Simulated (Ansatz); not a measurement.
Ansatz results at the PBE0-D4/def2-TZVP geometry: HOMO energy (PBE/def2-TZVPP) -5.06 eV; HOMO energy (ωB97M-V/def2-TZVPP) -8.73 eV; HOMO–LUMO gap (PBE0/def2-TZVPP) 4.93 eV.

Each molecule was computed in one conformer, which needn't be the lowest.

(1) Which molecule gave them?
A. `O[SiH2]/C=C/Cl`
B. `N=CC(=N)O[SiH3]`
C. `FC1NC[SiH2]1`
D. `O=C[SiH]1NCN1`

Answers

(1) D. The others give `FC1NC[SiH2]1`: -5.92, -9.67, 7.34; `O[SiH2]/C=C/Cl`: -6.46, -9.78, 6.89; `N=CC(=N)O[SiH3]`: -6.68, -10.62, 6.25.
